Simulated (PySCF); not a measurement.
Z-matrix (Å, degrees):
```
In
H 1 1.7721
H 1 1.7730 2 119.91
```
Charge 0, spin multiplicity 2.

**Question.** What total energy, dipole moment and highest occupied spin orbital does ωB97X-D3(BJ)/def2-TZVP // B3LYP-D3(BJ)/def2-TZVP (PySCF) give?

**Answer.** 
```yaml
total_energy: -191.3410 Ha
dipole_moment: 0.54 D
highest_occupied_spin_orbital: -7.54 eV
```
